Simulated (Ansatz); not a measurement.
The cluster Sn₅H₂, relaxed as a singlet with RKS PBE-D4/def2-SVP in Ansatz, starting from the GFN1-xTB geometry. Force threshold 0.02 eV/Å.

In the def2 sets Sn takes a core potential; there is no spin–orbit coupling. Another isomer (singlet) lies 0.08 eV lower at PBE0-D4/def2-TZVP; other spin states weren't run for this one.

Start:

| atom | x (Å) | y (Å) | z (Å) |
| --- | --- | --- | --- |
| Sn1 | 0.988 | 0.660 | -0.663 |
| Sn2 | -0.140 | 0.904 | 1.960 |
| Sn3 | -0.267 | -1.374 | -2.058 |
| Sn4 | -1.898 | 0.384 | -0.348 |
| Sn5 | 0.307 | -1.769 | 0.802 |
| H6 | 2.253 | 1.803 | -0.931 |
| H7 | -1.242 | -0.608 | 1.238 |

```csv
step,energy (eV),largest force component (eV/Å),SCF passes
1,-29193.0572,1.566,19
2,-29193.3209,0.747,29
3,-29193.3984,0.253,23
4,-29193.4129,0.218,21
5,-29193.4287,0.102,22
6,-29193.4316,0.051,24
7,-29193.4330,0.044,23
8,-29193.4338,0.018,24
```

Force components are those of the run's own axes.

End:

```
atom   x (Å)   y (Å)   z (Å)
 Sn1   0.978   0.630  -0.695
 Sn2  -0.087   0.983   2.009
 Sn3  -0.290  -1.457  -2.169
 Sn4  -1.966   0.419  -0.469
 Sn5   0.386  -1.880   0.759
  H6   2.216   1.831  -0.815
  H7  -1.237  -0.527   1.380
```

Bonds lost: Sn4–H7, Sn5–H7 (atoms count from 1).

No frequencies were taken in this run, so the end may be a saddle point.

Hardware: 4 threads of Arm Neoverse V1 on a shared host. Wall time 16 s.
